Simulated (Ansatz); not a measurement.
Geometry optimisation, RKS PBE/def2-SVP (Ansatz 0.2.0).

Input file:

```yaml
crystal:
  periodic: [false, false, false]
  atoms:
    - { symbol: Si, position_ang: [0.0, 0.0, 0.0] }
    - { symbol: O, position_ang: [0.0, 0.0, 1.68] }
    - { symbol: C, position_ang: [-1.1112, -0.3437, 2.4945] }
    - { symbol: H, position_ang: [-1.814, -0.9775, 1.9143] }
    - { symbol: H, position_ang: [-0.7584, -0.9037, 3.3856] }
    - { symbol: H, position_ang: [-1.6313, 0.5809, 2.8212] }
    - { symbol: H, position_ang: [1.3768, 0.0, -0.4862] }
    - { symbol: H, position_ang: [-0.6877, 1.1914, -0.4862] }
    - { symbol: Cl, position_ang: [-1.0032, -1.7381, -0.7093] }
basis:
  gaussian: { orbitals: def2-SVP }
hamiltonian:
  xc: pbe
relax:
  f_tol: 0.02
  max_steps: 40
output:
  orbitals: {}
```

Run as:

```bash
$ ansatz run input.yaml --threads 1 --pin off --max-ram 2048MiB --backend cpu --events-out ev --progress --plain --runs-dir out
```

Task: Where does it end, and by what steps?

Result: The run converged. The force dipped under the threshold on the way, but the program's further checks kept it going. After 11 steps the energy has fallen by 0.100 eV; H5 moved furthest, 0.40 Å.

```tsv
step	energy less start (eV)	largest force component (eV/Å)	accepted
0	0.0000	0.795	yes
1	-0.0703	0.328	yes
2	-0.0814	0.091	yes
3	-0.0854	0.087	yes
4	-0.0908	0.135	yes
5	-0.0976	0.081	yes
6	-0.0995	0.018	yes
7	-0.0988	0.182	no
8	-0.1000	0.030	yes
9	-0.1000	0.062	no
10	-0.1002	0.011	yes
11	-0.1003	0.017	yes
```

```xyz
9
Properties=species:S:1:pos:R:3
Si -0.005 -0.026 0.010
O 0.046 -0.307 1.651
C -1.098 -0.370 2.488
H -1.769 -1.212 2.202
H -0.759 -0.533 3.531
H -1.690 0.574 2.458
H 1.414 -0.024 -0.449
H -0.726 1.255 -0.303
Cl -1.043 -1.546 -0.974
```

The run took 39 s on 1 thread of Arm Neoverse V1 (shared host), peak memory 0.14 GiB.
